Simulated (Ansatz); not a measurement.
Consider the cleavage of the Si–Si bond: `O[SiH2][SiH2]CF` + H₂Te → `O[SiH2][TeH]` + `FC[SiH3]`.

Program: Ansatz. Geometries: PBE0-D4/def2-TZVP. ΔE: electronic, gas phase. CBS: MP2 limit from def2 TZ/QZ plus the TZ coupled-cluster correction, frozen cores. Functionals use def2-TZVPP. def2 core potentials past Kr. For Te outer-core shells are correlated without core-valence functions, which leaves a few kJ/mol of doubt a bond. Each species was taken in one conformer, which may not be the lowest.

```json
{"level": "PBE0-D4", "ΔE (kJ/mol)": "-68.0", "difference from CCSD(T)/CBS": "7.8"}
{"level": "ωB97X-V", "ΔE (kJ/mol)": "-68.5", "difference from CCSD(T)/CBS": "7.3"}
{"level": "B2PLYP", "ΔE (kJ/mol)": "-74.3", "difference from CCSD(T)/CBS": "1.5"}
{"level": "HF/def2-TZVPP", "ΔE (kJ/mol)": "-77.6", "difference from CCSD(T)/CBS": "-1.8"}
{"level": "CCSD/def2-TZVPP", "ΔE (kJ/mol)": "-69.1", "difference from CCSD(T)/CBS": "6.7"}
{"level": "CCSD(T)/def2-TZVPP", "ΔE (kJ/mol)": "-69.1", "difference from CCSD(T)/CBS": "6.7"}
{"level": "HF/def2-QZVPP", "ΔE (kJ/mol)": "-78.2", "difference from CCSD(T)/CBS": "-2.4"}
{"level": "MP2/def2-QZVPP", "ΔE (kJ/mol)": "-86.2", "difference from CCSD(T)/CBS": "-10.4"}
{"level": "HF/CBS(def2)", "ΔE (kJ/mol)": "-78.3", "difference from CCSD(T)/CBS": "-2.5"}
{"level": "CCSD/CBS(def2)", "ΔE (kJ/mol)": "-75.7", "difference from CCSD(T)/CBS": "0.1"}
{"level": "CCSD(T)/CBS", "ΔE (kJ/mol)": "-75.8", "difference from CCSD(T)/CBS": "0"}
```

Largest T1 diagnostic among the species: 0.012.

From PBE to PBE0 (25 % exact exchange), in def2-TZVPP and without D4, ΔE moves by −3.4 kJ/mol.
